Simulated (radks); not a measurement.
Problem. These are the eigenvalues of the occupied orbitals of an atom or ion with whole-number occupations (hartree). Calculated with a radial shooting solver on a logarithmic mesh with Libxc functionals: Dirac Kohn-Sham, PBE, spin-unpolarised, spherical densities, finite nucleus; Fermi nuclear charge, rms radius of each element as measured or else 0.836 A^(1/3) + 0.57 fm.

1s1/2: -817.6575
2s1/2: -158.6699
2p1/2: -150.6742
2p3/2: -146.2245
3s1/2: -59.50472
3p1/2: -56.68054
3p3/2: -55.63839

Which element is it, and in what charge state? The configuration may be excited. Open shells, if any, fill j = l - 1/2 first.

Solution. Z = 43, technetium, charge +28: Tc28+ in [Ne] 3s2 3p3. The list shows which subshells hold electrons but not how many an open one holds; the 1s level, -817.66 hartree, gives Z - s = 40.4 by -(Z - s)^2/2, which with screening and relativity narrows Z to a few neighbours, and the depths of the outer levels then fix element, charge and occupations together.
